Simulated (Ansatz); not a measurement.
Calculated with Ansatz (gas phase, PBE0-D4/def2-TZVP geometries, no zero-point term in ΔE). CBS: MP2 limit from def2 TZ/QZ plus the TZ coupled-cluster correction, frozen cores. This one scheme is used for every species, atoms too. Functionals use def2-TZVPP. B3LYP here is the variant with VWN-RPA as its local correlation; programs differ in this. HSE06 is defined as in plane-wave codes. No spin–orbit coupling; open shells (•) take unrestricted orbitals. Spin–orbit coupling would lower the free atoms: a little for Cl, S; strongly for Sn. def2 core potentials past Kr. Bonds to Sn are less sure, by a few kJ/mol each and by 10 to 20 or more in all where they break to atoms, as the def2 sets lack core-valence functions. One conformer a species, not always the lowest.

Consider the atomization: `[SH][Sn]([SH])([SH])[Cl]` → Cl• + 3 H• + 3 S• + Sn•.

| level | ΔE (kJ/mol) | difference from CCSD(T)/CBS |
| --- | --- | --- |
| LDA (SPW92) | 2587.5 | 344.9 |
| revPBE-D4 | 2193.6 | -49.0 |
| BLYP-D4 | 2181.2 | -61.4 |
| r2SCAN-D4 | 2237.3 | -5.3 |
| B97M-V | 2283.9 | 41.3 |
| PBE0-D4 | 2216.9 | -25.7 |
| B3LYP-D4 | 2186.1 | -56.5 |
| r2SCANh-D4 | 2217.3 | -25.3 |
| r2SCAN0-D4 | 2188.9 | -53.7 |
| HSE06-D4 | 2218.2 | -24.4 |
| BHLYP-D4 | 2126.7 | -115.9 |
| CAM-B3LYP-D4 | 2178.6 | -64.0 |
| ωB97X-V | 2248.1 | 5.5 |
| ωB97M-V | 2238.0 | -4.6 |
| B2PLYP | 2149.4 | -93.2 |
| PBE-QIDH | 2193.7 | -48.9 |
| PBE | 2226.0 | -16.6 |
| revPBE | 2124.1 | -118.5 |
| BLYP | 2115.2 | -127.4 |
| r2SCAN | 2229.5 | -13.1 |
| PBE0 | 2188.3 | -54.3 |
| r2SCANh | 2208.6 | -34.0 |
| r2SCAN0 | 2179.1 | -63.5 |
| HSE06 | 2190.8 | -51.8 |
| BHLYP | 2076.2 | -166.4 |
| CAM-B3LYP | 2148.2 | -94.4 |
| LC-ωPBE | 2147.2 | -95.4 |
| HF/def2-SVP | 1433.6 | -809.0 |
| MP2/def2-SVP | 1999.9 | -242.7 |
| CCSD/def2-SVP | 1937.5 | -305.1 |
| HF/def2-TZVPP | 1480.7 | -761.9 |
| MP2/def2-TZVPP | 2173.4 | -69.2 |
| SCS-MP2/def2-TZVPP | 2147.3 | -95.3 |
| CCSD/def2-TZVPP | 2079.5 | -163.1 |
| CCSD(T)/def2-TZVPP | 2137.6 | -105.0 |
| HF/def2-QZVPP | 1486.1 | -756.5 |
| MP2/def2-QZVPP | 2235.5 | -7.1 |
| SCS-MP2/def2-QZVPP | 2214.4 | -28.2 |
| HF/CBS(def2) | 1486.9 | -755.7 |
| CCSD/CBS(def2) | 2184.5 | -58.1 |
| CCSD(T)/CBS | 2242.6 | 0 |

Largest T1 diagnostic among the species: 0.012.

Leaving LDA and LC-ωPBE aside and taking each functional with its dispersion term where it has one, the values spread over 157.2 kJ/mol, from BHLYP-D4 to B97M-V. LDA lies +361.5 kJ/mol from PBE without D4, its usual overbinding. From PBE to PBE0 (25 % exact exchange), in def2-TZVPP and without D4, ΔE moves by −37.7 kJ/mol: exact exchange takes away binding that semilocal exchange gives to molecules. The D4 term adds +52.9 kJ/mol with B3LYP and +28.5 kJ/mol with PBE0; it sums over pairs of atoms, weighted by their polarisabilities, and B3LYP, whose exchange is more repulsive, gets the larger term.

For atomizations the MP2-based limit and the directly extrapolated one differ by several kJ/mol either way, and by 10 to 25 for some Ge, Se and Sn compounds, so smaller differences from it don't rank the levels.
